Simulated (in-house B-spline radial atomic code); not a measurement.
**Binding energies in Zr XXVIII (Zr27+)**

NIST's tabulated ground configuration is [Ne] 3s2 3p1; each binding energy is the energy of the ion with one electron taken from that subshell, relaxed, less that of the parent. Computed with an all-electron radial atomic-structure program (B-spline basis): Dirac-Hartree-Fock, average of configuration, Fermi nucleus of rms radius 4.2694 fm. Energies include first-order Breit, QED and recoil terms.

```
subshell  X-ray name  binding energy (eV)  -ε (eV)  relaxation (eV)
      1s           K              19382.4  19452.7             23.7
      2s          L1               3847.6   3856.2              3.9
      3s          M1               1463.5   1465.0              0.3
      3p        M2,3               1389.6   1390.7              0.3
```

Relaxation = -ε minus the binding energy without Breit, QED and recoil terms.

Q: What does it cost to remove two 3s electrons?

A: 2988.7 eV, which is 61.63 eV more than the two single binding energies together.

Q: What does it cost to remove both a 3s and a 3p electron?

A: 2908.9 eV, which is 55.71 eV more than the two single binding energies together.

Q: What does it cost to remove two 1s electrons?

A: 39436 eV, which is 671.1 eV more than the two single binding energies together.
